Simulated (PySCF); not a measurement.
B(CCH)(F)2, C2HBF2, SMILES C#CB(F)F, PBE0/def2-SVP optimised geometry.

```
6

B      0.33     1.05     0.00
C     -0.46    -0.25     0.00
C     -1.09    -1.30     0.00
H     -1.64    -2.22    -0.01
F      1.64     1.05     0.00
F     -0.29     2.22     0.00
```

Density from PySCF with PBE0/def2-TZVP at that geometry.

Minimum of the electron density along straight lines between bonded atoms, close to the bond critical point (lines longer than 1.1 times the sum of covalent radii, or with two minima, are not listed):

| bond | length / Å | ρ at the minimum / e bohr⁻³ | ∇²ρ there / e bohr⁻⁵ | position (fraction from the first atom) |
|---|---|---|---|---|
| B1–C2 | 1.527 | 0.190 | -0.11 | 0.33 |
| C2–C3 | 1.215 | 0.413 | -1.22 | 0.48 |
| C3–H4 | 1.076 | 0.285 | -1.06 | 0.67 |
| B1–F5 | 1.316 | 0.211 | 1.26 | 0.34 |
| B1–F6 | 1.316 | 0.211 | 1.26 | 0.34 |
